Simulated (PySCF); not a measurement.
```xyz
8

C      1.6197    -0.0534    -0.1190
C      0.4634     0.5465    -0.0386
C     -0.8685    -0.1414     0.0650
H      2.0012    -1.0642    -0.1392
H      0.4377     1.6373    -0.0454
H     -1.3812     0.1548     0.9848
H     -0.7609    -1.2264     0.0631
H     -1.5128     0.1450    -0.7713
```

Charge 0, multiplicity 2.

Problem. Give the Mulliken and meta-Löwdin atomic charges from PBE0-D4/def2-TZVP run with PySCF.

Solution. 
| atom | Mulliken (e) | meta-Löwdin (e) |
|---|---|---|
| C1 | -0.21 | -0.18 |
| C2 | -0.14 | -0.12 |
| C3 | -0.32 | -0.34 |
| H4 | 0.15 | 0.14 |
| H5 | 0.13 | 0.13 |
| H6 | 0.13 | 0.13 |
| H7 | 0.12 | 0.12 |
| H8 | 0.13 | 0.13 |
